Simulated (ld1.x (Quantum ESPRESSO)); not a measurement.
**ruthenium, TM: configuration errors across variants**

```
Element                 : Ru
Generator               : ld1.x (Quantum ESPRESSO) 7.5
Type                    : norm-conserving Troullier–Martins (Kleinman–Bylander form)
Functional              : PBE
Relativity              : fully relativistic
Frozen core             : [Ar] 3d10 4s2
Valence charge          : 14
Reference configuration : 4p6 4d7 5s0.5 5p0 (charge +0.5)
Partial waves           : 5s (bound): rc 2.25 bohr; 4p (bound): rc 1.05 bohr; 4f channel at 0.05 Ry: rc 2.25 bohr; 4d (bound): rc 2.00 bohr
Local potential         : the d channel
Core correction         : none
```

Open shells are filled in proportion to 2j + 1 (rel_dist='average').

All-electron excitation energies from the reference (eV): (1) 4p6 4d7 5s1 5p0 -2.864; (2) 4p6 4d7 5s0 5p0 4.430; (3) 4p6 4d6 5s0 5p0 22.616; (4) 4p6 4d6 5s1 5p1 2.785; (5) 4p6 4d4 5s0 5p0 97.742; (6) 4p6 4d6 5s1 5p0 7.249; (7) 4p6 4d7.5 5s0.5 5p0 -3.182.

A true bound ghost makes a file unfit for plane-wave use even where its test errors are small: the radial tests pick states by their node count and pass the ghost by.

Errors AE − PS in meV (a dash: test not solved or not reliable):

```tsv
change	(1)	(2)	(3)	(4)	(5)	(6)	(7)	bound ghosts
base	-1.2	-1.8	+8.1	-35	+29	-14	-1.3	s
wave 4p (bound): rc 1.05 bohr becomes 4p (bound): rc 0.80 bohr	-1.2	-1.7	+8.1	-25	+33	-14	-1.3	s
wave 4p (bound): rc 1.05 bohr becomes 4p (bound): rc 0.96 bohr	-1.2	-1.8	+8.1	-34	+29	-14	-1.3	s
wave 4p (bound): rc 1.05 bohr becomes 4p (bound): rc 1.04 bohr	-1.2	-1.8	+8.1	-35	+29	-14	-1.3	s
wave 4p (bound): rc 1.05 bohr becomes 4p (bound): rc 1.16 bohr	-1.2	-1.8	+8.1	-35	+29	-14	-1.3	s
wave 4p (bound): rc 1.05 bohr becomes 4p (bound): rc 1.30 bohr	-1.2	-1.8	+8.1	-30	+31	-14	-1.3	s
wave 4p (bound): rc 1.05 bohr becomes 4p (bound): rc 1.60 bohr	-1.2	-1.7	+8.1	-10	+39	-14	-1.3	s
```

Task: Give the same row for: wave 4p (bound): rc 1.05 bohr becomes 4p (bound): rc 0.66 bohr.

Result: -1.2, -1.8, +7.6, -34, +21, -15, -1.4; bound ghosts: s.
